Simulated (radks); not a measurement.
All-electron atom: Zr I in [Kr] 4d2 5s2. Method: Dirac Kohn-Sham, PBE, spin-unpolarised, spherical densities, finite nucleus; open shells fill j = l - 1/2 first; Fermi nuclear charge, rms radius 4.2694 fm; computed with a radial shooting solver on a logarithmic mesh with Libxc functionals.

Normalised radial functions P(r) = r R(r) (large component), r in bohr:

r	4p1/2
0.003481	0.0051
0.004643	0.0081
0.006242	0.0130
0.008326	0.0208
0.01119	0.0335
0.01493	0.0528
0.02007	0.0827
0.02677	0.1242
0.03571	0.1785
0.04801	0.2427
0.06403	0.2975
0.08609	0.3139
0.1148	0.2487
0.1544	0.0663
0.2059	-0.1991
0.2768	-0.4431
0.3692	-0.4768
0.4964	-0.1870
0.6621	0.3247
0.8901	0.8078
1.187	0.9729
1.596	0.7781
2.129	0.4373
2.862	0.1656
3.818	0.0421
5.133	0.0059
6.846	0.0004
9.204	0.0000
12.28	0.0000

4p1/2: eigenvalue -33.598 eV, 2 radial nodes at r = 0.167, 0.556 bohr, <r> = 1.35 bohr, 90 % of the charge inside 2.01 bohr.
